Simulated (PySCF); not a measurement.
NMR problem set

PySCF 2.14 calculation with coordinates at the GFN2-xTB level and shielding tensors at PBE0/pcSseg-1 (GIAO); relativity neglected, one conformer, equivalent nuclei averaged, no solvent.

Chemical shifts δ = σref − σ; ¹H (σref 31.72), ¹³C (σref 186.93) vs TMS, all at this level. Splittings of carbon signals by F and P are missing where no couplings were computed. Where no couplings were computed, multiplicities follow the n + 1 count of equivalent neighbours, and m marks all less simple cases (inequivalent or close neighbours, rings, F or P nearby). Shifts are as computed. Against solution values, carbons near 30 ppm lie about +3 ppm off and those near 130 ppm about +5 ppm. Of 1211 compounds with measured shifts, 218 miss one by over three times the rms of a fit or turn the order of signals round; such compounds aren't used in these exercises.

Question: C₄H₁₃NOSi₃. ¹H NMR (600 MHz, computed): δ 4.97 (s, 2H), 4.82 (s, 6H), 2.22 (m, 1H), 1.20 (m, 2H), 1.17 (m, 2H). ¹³C{¹H} NMR (computed): δ 247.3 (C), 35.4 (CH), 10.9 (CH2). Identify the compound.

Answer: `O=C([SiH2]N([SiH3])[SiH3])C1CC1`. The formula gives 2 degrees of unsaturation (1 ring in the answer). 3 carbon signals for 4 carbons: some carbons are equivalent by symmetry or fast rotation. Carbon types of the structure: 1 × C, 1 × CH, 2 × CH2, leaving 8 H on heteroatoms. δC 247.3: carbonyl carbon. δC 35.4, 10.9: three-membered-ring carbon. δH 4.82: hydrogen on a silicon bonded to N. δH 2.22, 1.20, 1.17: hydrogen on a three-membered-ring carbon.

The data come from this structure; uniqueness wasn't tested.

Question: C₆H₁₁OP. ¹H NMR (400 MHz, computed): δ 4.16 (s, 3H), 2.08 (m, 3H), 1.82 (m, 3H), 0.34 (m, 2H). ¹³C{¹H} NMR (computed): δ 166.2 (C), 142.2 (C), 62.9 (CH3), 22.8 (CH3), 12.8 (CH3), 8.7 (CH2). What is it?

Answer: SMILES C=[P@]1(C)C(C)=C1OC. 6 carbon signals for 6 carbons: no two carbons are equivalent. Carbon types of the structure: 2 × C, 1 × CH2, 3 × CH3, which accounts for all hydrogens. δC 166.2: alkene carbon bearing oxygen; an sp2 carbon further deshielded by the attached heteroatom. δC 142.2: β carbon of an enol-ether or enamine type C=C. δC 62.9: methyl carbon bonded to O; deshielded by the electronegative neighbour. δH 4.16: hydrogen on a methyl carbon bonded to O; its carbon carries O, an electronegative neighbour.

The data come from this structure; uniqueness wasn't tested.
